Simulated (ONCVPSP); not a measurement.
**Logarithmic derivatives: rhodium (Rh), ONCV**

ONCVPSP 4.0.1 input, shortened (lines: element, Z, core and valence counts, functional; n l f; lmax; l rc ep ncon nbas qcut; lloc lpopt rc5 dvloc0; l nproj debl; icmod fcfact rcfact), PBE, scalar-relativistic:

```
  Rh 45.00    6    4        4      upf
    1    0    2.00
    2    0    2.00
    2    1    6.00
    3    0    2.00
    3    1    6.00
    3    2   10.00
    4    0    2.00
    4    1    6.00
    4    2    8.00
    5    0    1.00
    2
    0    1.55    0.00    5    9    7.90
    1    1.30    0.00    3    8    9.60
    2    1.85    0.00    4    8    6.90
    4    3    1.10   -1.00
    0    2    0.40
    1    3    1.40
    2    2    1.10
    3    3.00    1.50
```

In the p channel the program set the typed energies aside and used -1.853, 0.250, 1.650 Ha.

The phase is arctan(r·R′/R) of the radial function R(r), unwrapped; energies in Ha, scanned from -5 to 5 Ha. A pole is an energy at which the radial function vanishes at the test radius. The pseudo phase is shifted by a multiple of π to meet the all-electron one at the reference energy, and phase errors are pseudo minus all-electron; the curves can meet again beyond the range given. Levels narrower than the energy grid can be missing from the lists of poles.

**Question.** For each channel, where are the poles, and over which energies does the pseudopotential scatter like the atom?

**Answer.**

```tsv
channel	radius (bohr)	reference energy (Ha)	poles, all-electron	poles, pseudo	unbroken range about the reference energy with phases within 0.05 rad	phase error 1 Ha above the reference energy (rad)
s	1.58	-0.16	-2.50	-2.50	the whole range	-0.000
p	1.32	-1.85	0.24	0.24	the whole range	+0.000
d	1.87	-0.22	0.47	0.47	the whole range	-0.000
```

Phases in the p channel:

| E (Ha) | all-electron | pseudo |
| --- | --- | --- |
| -4.96 | 1.005 | 1.005 |
| -4.48 | 0.881 | 0.881 |
| -4.00 | 0.673 | 0.673 |
| -3.52 | 0.303 | 0.303 |
| -3.04 | -0.263 | -0.263 |
| -2.56 | -0.785 | -0.785 |
| -2.08 | -1.100 | -1.100 |
| -1.60 | -1.280 | -1.280 |
| -1.12 | -1.393 | -1.393 |
| -0.64 | -1.472 | -1.472 |
| -0.16 | -1.530 | -1.530 |
| 0.32 | -1.578 | -1.578 |
| 0.80 | -1.619 | -1.619 |
| 1.28 | -1.657 | -1.657 |
| 1.76 | -1.694 | -1.694 |
| 2.24 | -1.732 | -1.732 |
| 2.72 | -1.774 | -1.774 |
| 3.20 | -1.823 | -1.823 |
| 3.68 | -1.882 | -1.882 |
| 4.16 | -1.960 | -1.960 |
| 4.64 | -2.070 | -2.070 |
